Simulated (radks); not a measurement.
Values are calculated unless marked as measured or tabulated.
Effect of the nuclear size on the terbium ion Tb55+, [Ne]. Code: a radial shooting solver on a logarithmic mesh with Libxc functionals. Model: Dirac Kohn-Sham, LDA (Slater exchange, Perdew-Wang correlation), spin-unpolarised, spherical densities, finite nucleus; Fermi nuclear charge, rms radius 5.06 fm. The rms radius is varied about that value; shifts are against it.

\begin{tabular}{lrrrrrrrr}
rms radius (fm) & total energy shift (eV) & density at nucleus (e/bohr^3) & 1s1/2 shift (meV) & 2s1/2 shift (meV) & 2p1/2 shift (meV) & 2p3/2 shift (meV) & 3s1/2 (empty) shift (meV) & 3p1/2 (empty) shift (meV) \\ \hline
4.4882 & -4.64 & 6.867e+05 & -1970 & -268 & -1.48 & 8.97 & -73.9 & -1.22 \\
4.5591 & -4.09 & 6.839e+05 & -1740 & -236 & -1.30 & 7.90 & -65.1 & -1.08 \\
5.06 & 0 & 6.654e+05 & 0.000 & 0.000 & 0.000 & 0.000 & 0.000 & 0.000 \\
5.4496 & 3.40 & 6.525e+05 & 1440 & 196 & 1.09 & -6.56 & 54.1 & 0.900 \\
5.738 & 6.03 & 6.437e+05 & 2560 & 348 & 1.95 & -11.6 & 96.0 & 1.60 \\
\end{tabular}

Slopes of the eigenvalues against <r^2> in GHz/fm^2, as finite differences over the two radii next to the reference (eigenvalue slopes, not the field-shift constants of lines): 1s1/2 86300, 2s1/2 11700, 2p1/2 65.0, 2p3/2 -392, 3s1/2 (empty) 3230, 3p1/2 (empty) 53.7.
